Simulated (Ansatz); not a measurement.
Ansatz (a program for electronic structure) input (CCSD(T)/cc-pV(T+d)Z):
A basis named .json is the Basis Set Exchange file of that set.

Ansatz 0.2 input:
```yaml
crystal:
  periodic: [false, false, false]
  atoms:
    - {symbol: C, position_ang: [-0.35082287, -1.28393472, -1.34967816]}
    - {symbol: Si, position_ang: [-0.01242171, -0.02808703, -0.03277063]}
    - {symbol: C, position_ang: [0.04957217, 1.68292519, -0.80761167]}
    - {symbol: C, position_ang: [-1.36814305, -0.10962957, 1.26613473]}
    - {symbol: C, position_ang: [1.64459893, -0.38687219, 0.78991498]}
    - {symbol: H, position_ang: [-0.86102679, -2.22230264, -1.15611325]}
    - {symbol: H, position_ang: [-0.02536548, -1.16569506, -2.37846708]}
    - {symbol: H, position_ang: [0.27597244, 2.44342837, -0.05641616]}
    - {symbol: H, position_ang: [-0.90386392, 1.94342705, -1.27186522]}
    - {symbol: H, position_ang: [0.82233209, 1.73721311, -1.57806980]}
    - {symbol: H, position_ang: [-2.34480397, 0.12150689, 0.83585301]}
    - {symbol: H, position_ang: [-1.42622068, -1.10585009, 1.71097454]}
    - {symbol: H, position_ang: [-1.17938313, 0.60328127, 2.07238821]}
    - {symbol: H, position_ang: [1.65065546, -1.37618213, 1.25206415]}
    - {symbol: H, position_ang: [2.46142134, -0.35105224, 0.06612581]}
    - {symbol: H, position_ang: [1.85295546, 0.35051166, 1.56975535]}
basis:
  gaussian:
    orbitals: cc-pV_T+d_Z.json
magnetization: {spin_polarized: true, initial_magnetization: 1}
correlation: {method: ccsd_t, electrons: outside_noble_gas}
```

End of the output:

```
integrals: 5.11 GiB planned
1736 factors; integrals over basis functions are off by at most 1.2e-3 eV
1.86 GiB of device memory are held for the factors and their scratch space
mean field: 1.80 GiB planned
mean field evaluation 1: about -12155.7088 eV, gradient 2.9e1 eV
mean field evaluation 2: about -12155.7072 eV, gradient 2.9e1 eV
mean field evaluation 4: about -12160.2069 eV, gradient 2.7e0 eV
mean field evaluation 8: about -12160.2807 eV, gradient 1.4e-3 eV
mean field evaluation 16: about -12160.2843 eV, gradient 2.8e-1 eV
mean field -12160.28065608 eV, -446.8820715768 hartree, gradient 2.8e-6 eV, S^2 0.760882; 0 other end points of the search recorded, 0 dependent functions left out
9 core orbitals not correlated
reference -12160.28065608 eV, -446.8820715768 hartree; 16, 15 occupied and 288, 289 virtual orbitals, 1736 factors
second order -21.95405664 eV of doubles, -0.00000000 eV of singles
coupled cluster: 37.43 GiB planned
cycle   1  -23.18758826 eV  change    -1.2e0 eV  update   8.9e-2
cycle   2  -23.73288390 eV  change   -5.5e-1 eV  update   2.6e-2
cycle   3  -23.80746860 eV  change   -7.5e-2 eV  update   1.1e-2
cycle   4  -23.80512614 eV  change    2.3e-3 eV  update   3.6e-3
cycle   5  -23.80508310 eV  change    4.3e-5 eV  update   1.9e-3
cycle   6  -23.80531306 eV  change   -2.3e-4 eV  update   7.7e-4
cycle   7  -23.80540916 eV  change   -9.6e-5 eV  update   3.2e-4
cycle   8  -23.80548298 eV  change   -7.4e-5 eV  update   1.0e-4
cycle   9  -23.80545882 eV  change    2.4e-5 eV  update   4.1e-5
cycle  10  -23.80544409 eV  change    1.5e-5 eV  update   1.3e-5
perturbative correction -0.89554190 eV, -0.0329105580 hartree
Total energy: -12184.98164207 eV, -447.7898160690 hartree
```

It need not be the lowest isomer of its formula.
